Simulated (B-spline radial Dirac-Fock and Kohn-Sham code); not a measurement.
## How the levels of lead move as electrons are removed

Level of theory: Dirac-Fock ΔSCF + Breit + QED; a radial atomic solver. Each ion is free and in its tabulated ground configuration. No correlation.

Reference: Pb²⁴⁺, [Kr] 4d10 4f12, with L2 15886.6 eV, L3 13720.9 eV, M1 4529.0 eV, M2 4231.8 eV, N5 1049.8 eV, Kα1 (K-L3) 74974.6 eV, Kβ1 (K-M3) 84953.4 eV, Lα1 (L3-M5) 10563.1 eV. Shifts from it, in eV (a dash: the subshell is empty, belongs to an open shell averaged over j, or its hole state is left out as unreliable):

```tsv
ion	configuration	L2	L3	M1	M2	N5	Kα1	Kβ1	Lα1
Pb²⁵⁺	[Kr] 4d10 4f11	+58.4	+58.6	+59.4	+59.3	+49.4	-1.23	-1.74	-0.53
Pb²⁶⁺	[Kr] 4d10 4f10	+118.3	+118.7	+120.2	+120.1	+99.8	-2.52	-3.45	-1.00
Pb²⁷⁺	[Kr] 4d10 4f9	+179.7	+180.4	+182.6	+182.5	+151.2	-3.87	-5.13	-1.41
Pb²⁸⁺	[Kr] 4d10 4f8	+242.7	+243.7	+246.4	+246.3	+203.5	-5.28	-6.77	-1.74
Pb²⁹⁺	[Kr] 4d10 4f7	+307.3	+308.5	+311.7	+311.5	+256.6	-6.74	-8.36	-1.98
Pb³⁰⁺	[Kr] 4d10 4f6	+373.3	+374.8	+378.4	+378.2	+310.7	-8.26	-9.88	-2.15
Pb³¹⁺	[Kr] 4d10 4f5	+440.8	+442.6	+446.5	+446.4	+365.7	-9.84	-11.33	-2.21
Pb³²⁺	[Kr] 4d10 4f4	+509.9	+511.9	+516.0	+515.9	+421.6	-11.47	-12.70	-2.18
Pb³³⁺	[Kr] 4d10 4f3	?	?	?	?	?	?	?	?
```

Q: Give the missing shifts for Pb³³⁺.

A: L2 +580.4, L3 +582.8, M1 +586.9, M2 +586.8, N5 +478.3, Kα1 -13.15, Kβ1 -13.98, Lα1 -2.03 (eV).

Over this range L2 (2p1/2) moves by +580.4 eV and Kα1 by -13.2 eV: a line is a difference of two levels that shift in the same direction.

Values without a named source are computed, but for edge energies of neutral atoms, which are taken from tables.
